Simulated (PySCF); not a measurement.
Compound: C2H7Ge2N.
Cartesian coordinates in Å at the PBE0-D3(BJ)/def2-SVP level; atoms count from 1:
```
atom  x, y, z in Å
N1     3.2403    0.6656   -0.0099
C2     2.3214   -0.0373    0.0697
Ge3    0.7634   -1.1768    0.1764
C4    -0.6515   -0.3087   -0.8321
Ge5   -1.1978    1.4519   -0.1551
H6     0.4294   -1.3047    1.6689
H7     1.1842   -2.5314   -0.4108
H8    -1.5285   -0.9756   -0.8366
H9    -0.3160   -0.2020   -1.8757
H10   -1.6936    1.3050    1.2954
H11   -0.0051    2.4197   -0.1932
H12   -2.3407    1.9950   -1.0314
```

The closed-shell ground state was solved at several levels (PySCF, density fitting, gas phase). The calculation is non-relativistic and has no spin–orbit coupling, an omission that weighs most on germanium.

```json
{"level": "PBE0/def2-SVPD", "basis functions": "192", "HOMO (eV)": "-9.01", "LUMO (eV)": "-0.51", "gap (eV)": "8.50", "dipole (D)": "4.28"}
{"level": "PBE/def2-SVPD", "basis functions": "192", "HOMO (eV)": "-7.81", "LUMO (eV)": "-1.37", "gap (eV)": "6.44", "dipole (D)": "4.20"}
{"level": "PBE0/aug-cc-pVDZ", "basis functions": "204", "HOMO (eV)": "-8.98", "LUMO (eV)": "-0.68", "gap (eV)": "8.30", "dipole (D)": "4.31"}
{"level": "B3LYP/def2-SVPD", "basis functions": "192", "HOMO (eV)": "-8.79", "LUMO (eV)": "-0.75", "gap (eV)": "8.04", "dipole (D)": "4.29"}
{"level": "HF/def2-SVPD", "basis functions": "192", "HOMO (eV)": "-11.86", "LUMO (eV)": "1.87", "gap (eV)": "13.73", "dipole (D)": "4.46"}
{"level": "PBE0/def2-TZVPD", "basis functions": "282", "HOMO (eV)": "-8.98", "LUMO (eV)": "-0.60", "gap (eV)": "8.38", "dipole (D)": "4.30"}
{"level": "LDA/def2-SVPD", "basis functions": "192", "HOMO (eV)": "-7.92", "LUMO (eV)": "-1.60", "gap (eV)": "6.32", "dipole (D)": "4.32"}
{"level": "wB97X-D/def2-SVPD", "basis functions": "192", "HOMO (eV)": "-10.82", "LUMO (eV)": "1.18", "gap (eV)": "12.00", "dipole (D)": "4.32"}
{"level": "CAM-B3LYP/def2-SVPD", "basis functions": "192", "HOMO (eV)": "-10.32", "LUMO (eV)": "0.37", "gap (eV)": "10.69", "dipole (D)": "4.34"}
```

(1) Estimate the row for LC-wPBE/def2-SVPD, a basis of 192 functions; the other rows only guide the guess.

(2) Over all these levels, which gives the widest orbital gap and which the narrowest?

(3) How much does the basis alone move the frontier levels among the 3 PBE0 rows?

(4) In the def2-SVPD basis, how does the gap go with the fixed share of exact exchange?

(5) How far do the dipole and the HOMO energy spread over the levels?

Results:

(1) HOMO -11.67 eV, LUMO 1.47 eV, gap 13.14 eV, dipole 4.32 D.

(2) HF/def2-SVPD (Hartree–Fock, all exact exchange) has the widest, 13.73 eV, and LDA/def2-SVPD (LDA) the narrowest, 6.32 eV. The two share the basis. From the narrowest to the widest the HOMO moves by -3.94 eV and the LUMO by +3.47 eV.

(3) The HOMO by 0.03 eV and the LUMO by 0.17 eV. By rising basis size (HOMO, LUMO in eV): def2-SVPD -9.01, -0.51; aug-cc-pVDZ -8.98, -0.68; def2-TZVPD -8.98, -0.60.

(4) LDA (0 %) 6.32 eV; PBE (0 %) 6.44 eV; B3LYP (20 %) 8.04 eV; PBE0 (25 %) 8.50 eV; HF (100 %) 13.73 eV. Each rise in the share widens the gap here.

(5) The dipole runs from 4.20 to 4.46 D (mean 4.32 D) and the HOMO from -11.86 to -7.81 eV.

One conformer stands for the species.
